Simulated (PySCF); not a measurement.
Isomers of C4H5Cl2F, one conformer each. Theory: core-valence-separated Tamm–Dancoff BHandHLYP/aug-pcX-1 (pcseg-1 on H, def2-SVPD on Cl) in PySCF, non-relativistic, gas phase, PBE0-D3(BJ)/def2-SVP geometry. Absolute energies from this functional tend to lie a few eV below measured edges; no shift was applied.

P. `FC/C=C/C(Cl)Cl`
Q. `FC/C=C\C(Cl)Cl`

Main lines, eV (oscillator strength):
1. C K: 282.8 (0.063), 282.8 (0.058), 286.2 (0.020), 286.3 (0.077), 286.3 (0.046); F K: 685.5 (0.028), 686.7 (0.006), 687.5 (0.005), 687.7 (0.003)
2. C K: 282.3 (0.062), 282.8 (0.051), 286.1 (0.071), 286.1 (0.016), 286.3 (0.057); F K: 685.0 (0.021), 686.3 (0.008), 686.6 (0.008), 687.4 (0.003), 687.8 (0.004)
Listed: the first five lines at most of each edge with a tenth or more of its strongest line's intensity; roots within 0.03 eV on the same or equivalent atoms are summed. Only the lowest roots were sought, and the top ones are left out.

Which spectrum belongs to which isomer?

1 = P, 2 = Q.
- P: first C line listed at 282.8 eV, hole on the alkene CH carbon (1s→π*); first F line listed at 685.5 eV, hole on the alkyl fluorine.
- Q: first C line listed at 282.3 eV, hole on the alkene CH carbon (1s→π*); first F line listed at 685.0 eV, hole on the alkyl fluorine.

What are the ground-state energies of the isomers at BHandHLYP/aug-pcX-1 (pcseg-1 on H, def2-SVPD on Cl), relative to the lowest?

P 0.0, Q 23.3 kJ/mol (electronic energies on these geometries, no dispersion or zero-point terms).
